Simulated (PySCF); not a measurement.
# Te³¹⁺: ionisation energy

Te³¹⁺ [Ar] 3d3 [3d3/2^3, M_J = 3/2] → Te³²⁺ [Ar] 3d2 [3d3/2^2, M_J = 2], as a difference of total energies. Calculation: PySCF 2.14, in an uncontracted even-tempered set (16 s from 5.2 bohr⁻², ratio 2.8; 12 p from 6.8 bohr⁻², ratio 2.8; 8 d from 6.8 bohr⁻², ratio 2.8; 3 f from 22 bohr⁻², ratio 3); the two-component X2C-1e Hamiltonian. Correlated levels: [Ne] frozen; the 74 highest virtual spinors dropped. "Screened" scales the spin-orbit matrix elements by Boettger's factors to mimic the two-electron term; Breit and QED terms are absent.

```
                    method  ionisation energy (eV)
           GHF (spin-free)                  1886.5
          GMP2 (spin-free)                  1886.5
 GHF (screened spin-orbit)                  1887.6
GMP2 (screened spin-orbit)                  1888.0
```

Breit and QED terms and the two-electron picture change are absent.

The spin-free rows relax to the high-spin LS determinant and lack the spin-orbit shift.

The labels give the starting determinants; with spin-orbit coupling the two ends relaxed to ⟨J²⟩ = 4.31, ⟨L²⟩ = 9.77, ⟨S²⟩ = 2.73 and ⟨J²⟩ = 6.10, ⟨L²⟩ = 10.62, ⟨S²⟩ = 1.60.

The determinant of Te³¹⁺ mixes levels of different J (the jj label is only the starting occupation), so the difference between spin-free and spin-orbit rows is not the physical spin-orbit shift.

For comparison: 1889 ± 4 eV (theoretical estimate listed by NIST; NIST Atomic Spectra Database, ionization energies).
